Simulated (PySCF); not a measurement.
**Relaxation of quintet IrF₃**

Level of theory: PySCF, UPBE0, basis Ir def2-SVP with ECP60, F def2-SVP (scalar-relativistic core potentials, no spin–orbit coupling, density fitting). A (50,194) grid was used.

A start displaced from a saddle point along its imaginary mode, of Cs symmetry, held to at least that symmetry:

Coordinates in bohr (charge 0 multiplicity 5):
```
Ir    0.0139   -0.0663    0.0000
F     3.6165    0.4723    0.0000
F    -1.6641    3.1836    0.0000
F    -2.0934   -2.9821    0.0000
```

Problem. What does it relax to?

Solution. It ends at C2v with Ir–F 1.859 Å (×2), Ir–F 1.949 Å; F–Ir–F 98.5° (×2), F–Ir–F 163.0° (after a last refinement on a finer grid). The frequency run here used a shortcut that can spoil soft modes, so no verdict on minimum or saddle point is given. Other isomers or separated fragments may lie lower.

Problem. How much energy is released, and in how many steps?

Solution. 16.3 kJ/mol in 9 steps.

Open d and f shells are described by one determinant, and the ground state may have another occupation or spin. At this level a triplet minimum of C2v symmetry lies 68 kJ/mol below this structure. With an element this heavy the missing spin–orbit coupling can shift these numbers.

The relaxation took of the order of 50 core-seconds on a shared host.
